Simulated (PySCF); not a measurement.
Isomers of C5H16N2Si2, mass 160.085 u with the commonest isotopes. Theory: PBE0-D3(BJ)/def2-SVP geometry optimisation, gas phase in PySCF 2.14.0. One conformer each, none proved a minimum here; rigid rotors.

Problem. Order these by radius of gyration √(Σ m r²/M), smallest first.
A. `[CH3:1][CH2:2][C:3]([CH3:4])([CH3:5])[SiH:6]1[NH:7][SiH2:8][NH:9]1` with C1–C2–C3–C4 64°, C2–C3–Si6–N7 83°
B. `[CH3:1][N:2]([CH3:3])[Si@@H:4]1[CH2:5][CH2:6][CH2:7][Si@H:8]1[NH2:9]` with C1–N2–Si4–C5 153°, C7–Si8–N9–H -71° and 148°, N2–Si4–C5–C6 -140°, Si4–C5–C6–C7 51°, C5–C6–C7–Si8 -56°, C6–C7–Si8–N9 -79°
C. `[NH2:1][SiH2:2][CH2:3][SiH2:4][N:5]1[CH2:6][CH2:7][CH2:8][CH2:9]1` with H–N1–Si2–C3 -162° and 58°, N1–Si2–C3–Si4 40°, Si2–C3–Si4–N5 158°, C3–Si4–N5–C6 56°, Si4–N5–C6–C7 111°, N5–C6–C7–C8 23°, C6–C7–C8–C9 0°, C7–C8–C9–N5 -23°
D. `[CH3:1][CH2:2][C@@H:3]1[CH2:4][Si@H:5]([NH:6][CH3:7])[NH:8][SiH2:9]1` with C1–C2–C3–C4 -177°, C4–Si5–N6–C7 120°, C2–C3–C4–Si5 -165°, C3–C4–Si5–N6 149°, C4–Si5–N8–Si9 -9°, Si5–N8–Si9–C3 -9°

Solution. A (2.227 Å), B (2.312 Å), D (2.548 Å), C (2.727 Å).

Problem. Order these by rotational constant C, smallest first.
A. `[CH3:1][CH2:2][C@@H:3]1[CH2:4][Si@H:5]([NH:6][CH3:7])[NH:8][SiH2:9]1` with C1–C2–C3–C4 -177°, C4–Si5–N6–C7 120°, C2–C3–C4–Si5 -165°, C3–C4–Si5–N6 149°, C4–Si5–N8–Si9 -9°, Si5–N8–Si9–C3 -9°
B. `[NH2:1][SiH2:2][CH2:3][SiH2:4][N:5]1[CH2:6][CH2:7][CH2:8][CH2:9]1` with H–N1–Si2–C3 -162° and 58°, N1–Si2–C3–Si4 40°, Si2–C3–Si4–N5 158°, C3–Si4–N5–C6 56°, Si4–N5–C6–C7 111°, N5–C6–C7–C8 23°, C6–C7–C8–C9 0°, C7–C8–C9–N5 -23°
C. `[CH3:1][N:2]([CH3:3])[Si@@H:4]1[CH2:5][CH2:6][CH2:7][Si@H:8]1[NH2:9]` with C1–N2–Si4–C5 153°, C7–Si8–N9–H -71° and 148°, N2–Si4–C5–C6 -140°, Si4–C5–C6–C7 51°, C5–C6–C7–Si8 -56°, C6–C7–Si8–N9 -79°
D. `[CH3:1][CH2:2][C:3]([CH3:4])([CH3:5])[SiH:6]1[NH:7][SiH2:8][NH:9]1` with C1–C2–C3–C4 64°, C2–C3–Si6–N7 83°
E. `[CH3:1][Si@:2]([NH2:3])([SiH3:4])[N:5]1[CH2:6][CH2:7][CH2:8][CH2:9]1` with C1–Si2–N3–H -153° and 62°, C1–Si2–N5–C6 -167°, Si2–N5–C6–C7 170°, N5–C6–C7–C8 37°, C6–C7–C8–C9 -39°, C7–C8–C9–N5 26°

Solution. B (446.1 MHz), A (500.5 MHz), C (638.4 MHz), E (691.3 MHz), D (709.4 MHz).

Problem. Order these by dipole moment, largest first.
A. `[CH3:1][CH2:2][C:3]([CH3:4])([CH3:5])[SiH:6]1[NH:7][SiH2:8][NH:9]1` with C1–C2–C3–C4 64°, C2–C3–Si6–N7 83°
B. `[CH3:1][CH2:2][C@@H:3]1[CH2:4][Si@H:5]([NH:6][CH3:7])[NH:8][SiH2:9]1` with C1–C2–C3–C4 -177°, C4–Si5–N6–C7 120°, C2–C3–C4–Si5 -165°, C3–C4–Si5–N6 149°, C4–Si5–N8–Si9 -9°, Si5–N8–Si9–C3 -9°
C. `[CH3:1][Si@:2]([NH2:3])([SiH3:4])[N:5]1[CH2:6][CH2:7][CH2:8][CH2:9]1` with C1–Si2–N3–H -153° and 62°, C1–Si2–N5–C6 -167°, Si2–N5–C6–C7 170°, N5–C6–C7–C8 37°, C6–C7–C8–C9 -39°, C7–C8–C9–N5 26°

Solution. C (2.14 D), B (1.18 D), A (0.62 D).

| SMILES | point group | Ia (u·Å²) | Ib (u·Å²) | Ic (u·Å²) | κ | μa (D) | μb (D) | μc (D) |
| --- | --- | --- | --- | --- | --- | --- | --- | --- |
| CC[C@@H]1C[Si@H](NC)N[SiH2]1 | C1 | 186.54 | 882.14 | 1009.66 | -0.93 | 0.98 | 0.23 | 0.62 |
| CCC(C)(C)[SiH]1N[SiH2]N1 | C1 | 262.74 | 613.31 | 712.35 | -0.81 | 0.60 | 0.05 | 0.16 |
| N[SiH2]C[SiH2]N1CCCC1 | C1 | 157.82 | 1089.81 | 1132.90 | -0.99 | 0.09 | 0.19 | 1.20 |
| CN(C)[Si@@H]1CCC[Si@H]1N | C1 | 293.75 | 626.20 | 791.64 | -0.69 | 0.14 | 0.62 | 0.06 |
| C[Si@](N)([SiH3])N1CCCC1 | C1 | 309.69 | 700.67 | 731.02 | -0.94 | 1.63 | 0.96 | 1.01 |
